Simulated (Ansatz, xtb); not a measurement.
## Relative energy of two conformers of BGeH7OSi

Structure a is `BO[SiH2][GeH3]`, a singlet and structure b is `BO[SiH2][GeH3]`, a singlet. Both are isolated molecules in the gas phase, relaxed with B3LYP-D3(BJ)/def2-SVP.

a (Å):

```
atom    x (Å)    y (Å)   z (Å)
   B  -3.1844   0.0175  0.8159
  Ge   0.4745  -0.3077  1.5255
   O  -2.8951  -0.6005  1.9768
  Si  -1.4536  -1.0046  2.7683
   H  -4.3463   0.1620  0.5166
   H  -2.2904   0.4157  0.0960
   H  -1.4580  -2.4815  2.9553
   H  -1.4900  -0.3461  4.1030
   H   1.7368  -0.7144  2.3180
   H   0.5274  -0.9881  0.1433
   H   0.4938   1.2213  1.3308
```

b (Å):

```xyz
11

B    -1.6079    0.9743   -0.3339
Ge    0.8810   -1.8719    1.8043
O    -1.5201   -0.2851    0.1402
Si   -0.4593   -1.5717   -0.1511
H    -0.8217    1.3678   -1.1717
H    -2.4840    1.6856    0.0995
H    -1.2961   -2.7710   -0.4253
H     0.3822   -1.2662   -1.3459
H     1.8670   -3.0424    1.6023
H    -0.0049   -2.1784    3.0283
H     1.6918   -0.5907    2.0905
```

Task: Which of the two would you expect CCSD(T)/def2-SVP + ΔMP2/def2-TZVPP electronic energies to favour?

Result: Too close to call at this level: CCSD(T)/def2-SVP + ΔMP2/def2-TZVPP gives E(b) − E(a) = +0.44 kcal/mol.

Level by level:

```json
{"level": "B3LYP-D3(BJ)/def2-SVP", "geometry": "B3LYP-D3(BJ)/def2-SVP", "E(b) − E(a) (kcal/mol)": "+0.52", "departure from the last row (kcal/mol)": "+0.08", "job, with rough time for the two": "optimisation, 75 s"}
{"level": "HF/def2-SVP", "geometry": "B3LYP-D3(BJ)/def2-SVP", "E(b) − E(a) (kcal/mol)": "−0.17", "departure from the last row (kcal/mol)": "−0.61", "job, with rough time for the two": "part of the CCSD(T) run"}
{"level": "MP2/def2-SVP", "geometry": "B3LYP-D3(BJ)/def2-SVP", "E(b) − E(a) (kcal/mol)": "+0.44", "departure from the last row (kcal/mol)": "0.00", "job, with rough time for the two": "part of the CCSD(T) run"}
{"level": "CCSD(T)/def2-SVP", "geometry": "B3LYP-D3(BJ)/def2-SVP", "E(b) − E(a) (kcal/mol)": "+0.50", "departure from the last row (kcal/mol)": "+0.06", "job, with rough time for the two": "single point"}
{"level": "CCSD(T)/def2-SVP + ΔMP2/def2-TZVPP", "geometry": "B3LYP-D3(BJ)/def2-SVP", "E(b) − E(a) (kcal/mol)": "+0.44", "departure from the last row (kcal/mol)": "", "job, with rough time for the two": "single point, 25 s"}
```

The largest departure from CCSD(T)/def2-SVP + ΔMP2/def2-TZVPP is that of HF/def2-SVP, 0.61 kcal/mol. Levels run at GFN2-xTB geometries aren't shown. The last row adds to CCSD(T) the change of the MP2 difference between the two basis sets, here −0.06 kcal/mol.

With harmonic frequencies from B3LYP-D3(BJ)/def2-SVP (ideal gas, rigid rotor, one conformer each, 298.15 K, 1 atm): on the last row, ΔE + ΔZPE = +0.26 kcal/mol. A mode under 50 cm⁻¹ makes harmonic enthalpies and free energies unreliable, so none is given.

The correlated steps freeze 16 core orbitals; the filled d shell of Ge is correlated, in a basis made for valence electrons. Run with Ansatz 0.2.0; the last row on 2 threads of Intel(R) Xeon(R) 6975P-C (Granite Rapids) on a shared host.
